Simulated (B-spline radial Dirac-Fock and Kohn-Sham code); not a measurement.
**Tc⁵⁺: L3-M23M23 lines in intermediate coupling**

System: Tc⁵⁺, [Kr] 4d2, inside a Watson sphere of charge -5 and radius 2.4 Å (a model of the Madelung potential; inside it an electron's potential energy is raised by 30.0 eV).

The computed values come from a radial B-spline solver: Dirac-Fock energy differences between relaxed states, corrected for Breit and QED terms. The two-hole levels come from diagonalising the Coulomb interaction among the jj configurations; intensities are independent-particle Coulomb rates. Kinetic energies are from the vacuum level. No correlation. Open outer shells are spectators and are not coupled to the holes.

```
kinetic energy (eV)  J  leading jj holes (weight)  leading LS term (weight)
             1681.9  0                M2M2 (0.95)                ¹S0 (0.56)
             1705.1  2                M2M3 (0.98)                ¹D2 (0.79)
             1710.4  1                M2M3 (1.00)                ³P1 (1.00)
             1720.9  0                M3M3 (0.95)                ³P0 (0.56)
             1729.0  2                M3M3 (0.98)                ³P2 (0.79)
```

The intensity is shared as follows: 1729.0 eV 42.5 %, 1705.1 eV 31.1 %, 1710.4 eV 12.5 %, 1720.9 eV 12.0 %, 1681.9 eV 1.9 %.

The strongest line, by its leading LS label ³P2, lies at 1729.0 eV. The mean weight of the leading component is 0.97 in jj and 0.74 in LS coupling, so jj labels describe these levels better.
